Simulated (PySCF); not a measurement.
InClI₂, SMILES [Cl][In]([I])[I]. Atoms are numbered in the order given.

```xyz
4

In     0.0000     0.0000    -0.5591
Cl     0.0000     0.0000    -2.9169
I      0.0000    -2.3457     0.7263
I      0.0000     2.3457     0.7263
```

Coordinates come from a PBE-D3(BJ)/def2-SVP optimisation. The structure was generated by enumeration; whether it is a known compound was not checked. The def2 effective core potentials stand for the cores of I, In; spin–orbit coupling is left out.

Calculation: PBE-D3(BJ)/def2-SVP (PySCF 2.14.0).

Frequencies are harmonic and unscaled.

### Question
Give all harmonic wavenumbers and intensities. (Estimate from the structure and the level; the computed values follow.)

### Answer

```tsv
mode	ν (cm⁻¹)	IR (km/mol)	moving atoms (share of kinetic energy)
1	47	0.9	I 66 %, In 26 %
2	71	3.9	In 63 %, Cl 25 %, I 12 %
3	74	4.9	Cl 75 %, I 20 %
4	164	2.6	I 71 %, In 19 %, Cl 10 %
5	227	41.1	In 64 %, I 36 %
6	359	46.0	Cl 74 %, In 26 %
```
